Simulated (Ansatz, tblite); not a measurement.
Cost and result up the ladder for the cluster Ga₂Se₃ (the lowest singlet isomer of a short search) (5 atoms). Total charge 0; singlet. Geometry: r2SCAN-D4/def2-SVP.

Cartesian coordinates in Å:
```
Ga -0.501 -0.514 -0.618
Ga 1.939 0.701 0.442
Se -0.397 0.856 1.422
Se -2.518 -0.275 0.386
Se 1.478 -0.768 -1.633
```

Ansatz on 4 threads of Arm Neoverse V1 on a shared host; xTB runs through tblite on one thread. Times are rough, summed over both states, and most runs start from the orbitals of an earlier one. PBE0-D4/def2-TZVP serves as the yardstick here, not as an exact answer. The other state is a triplet at its own geometry, which has other bonds, so the gap mixes isomer and spin.

The xTB rows come from tblite. HSE06 is defined as in plane-wave codes, on full-range PBE exchange. Correlated methods freeze 45 core orbitals; core or outer-core shells of Ga, Se are correlated, in sets that lack core-valence functions. At PBE0-D4/def2-TZVP a singlet of charge 0 lies 0.07 eV below the triplet, each at its own geometry. The structure comes from a short search, and lower isomers may exist.

Run but left out: HF/STO-3G (singlet: restricted singlet, unstable in another Hartree–Fock run and untested here); HF/def2-TZVP (singlet: restricted singlet, unstable towards broken spin symmetry).

Correlated methods converge slowly with the basis.

xTB has no spin-polarisation term.

```tsv
level	functions	wall time	triplet − singlet (eV)	difference from PBE0-D4/def2-TZVP (eV)	remarks
GFN1-xTB	45	0.013 s	0.88	0.81	–
GFN2-xTB	45	0.015 s	0.38	0.32	–
PBE-D4/def2-TZVP	240	15 s	0.39	0.32	–
MP2/def2-TZVP	240	39 s	0.15	0.09	restricted SCF unstable (singlet)
HSE06-D4/def2-TZVP	240	40 s	0.08	0.01	–
PBE0-D4/def2-TZVP (with forces)	240	43 s	0.07	0.00	–
r2SCAN-D4/def2-TZVP	240	61 s	0.05	-0.02	–
```
